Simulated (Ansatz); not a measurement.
`C[O][AlH2]` and `C[O][GaH2]` differ in one element.

Ansatz, PBE0-D4/def2-TZVP geometries, multiplicity 1. 

Scalar relativity is left out up to krypton.

| property | `C[O][AlH2]` |
| --- | --- |
| ideal-gas entropy at 298 K and 1 bar (rigid rotor, harmonic PBE0-D4/def2-TZVP) / J/(mol·K) | 297 |
| size of the dipole moment (PBE/def2-TZVPP) / D | 0.90 |
| LUMO energy (PBE/def2-TZVPP) / eV | -1.73 |
| HOMO energy (PBE/def2-TZVPP) / eV | -6.62 |
| LUMO energy (ωB97M-V/def2-TZVPP) / eV | 0.61 |
| HOMO–LUMO gap (B3LYP/def2-TZVPP) / eV | 6.68 |

Q: What does the change do to each property? (An estimate is asked.)

A: Ansatz gave: 
| property | `C[O][GaH2]` | shift |
| --- | --- | --- |
| ideal-gas entropy at 298 K and 1 bar (rigid rotor, harmonic PBE0-D4/def2-TZVP) / J/(mol·K) | 304 | 7 |
| size of the dipole moment (PBE/def2-TZVPP) / D | 0.96 | 0.06 |
| LUMO energy (PBE/def2-TZVPP) / eV | -1.99 | -0.26 |
| HOMO energy (PBE/def2-TZVPP) / eV | -6.43 | 0.19 |
| LUMO energy (ωB97M-V/def2-TZVPP) / eV | 0.47 | -0.14 |
| HOMO–LUMO gap (B3LYP/def2-TZVPP) / eV | 6.14 | -0.54 |

With PBE0 the HOMO rises by 0.23 eV and the LUMO falls by 0.24 eV, so the gap narrows by about 0.47 eV. PBE moves the HOMO by 0.19 eV and ωB97M-V by 0.13 eV. Dipoles are sizes alone; their direction can turn.

B3LYP here is the variant with VWN-RPA as its local correlation; programs differ in this.
